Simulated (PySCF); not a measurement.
Symmetry of computed structures. The calculation used wB97X-D/def2-SVPD in PySCF (dipole) on a GFN2-xTB geometry, gas phase. The symmetry is that of the one conformer found, every atom within 0.08 Å of its image; none is proved a minimum here.

Q: `[H]/[N:3]=[C:2](/[CH3:1])[CH:4]=[O:5]` with C1–C2–C4–O5 180°, H–C1–C2–N3 0° (nearest H): symmetry, top, dipole?

A: Cs; asymmetric top; symmetry number 1; 2 operations, which sort the 10 atoms into 9 sets; dipole 2.72 D, in the ab plane, which is the mirror; A, B, C = 10293, 4111, 2992 MHz; heavy atoms equivalent by symmetry: none.

Q: `[F:1][c:2]1[cH:3][p:4][cH:5][p:6][c:7]1[F:8]`: symmetry, top, dipole?

A: Cs; asymmetric top; symmetry number 1; 2 operations, which sort the 10 atoms into 10 sets; dipole 1.75 D, in the ab plane, which is the mirror; heavy atoms equivalent by symmetry: none.

Q: Point group, rotor type and polarity of `[CH3:1][S:2][c:3]1[cH:4][cH:5][s:6][cH:7]1` with C1–S2–C3–C4 180°, H–C1–S2–C3 -61° (nearest H)?

A: Cs; asymmetric top; symmetry number 1; 2 operations, which sort the 13 atoms into 12 sets; dipole 1.01 D, in the ab plane, which is the mirror; A, B, C = 4676, 1152, 929.9 MHz.
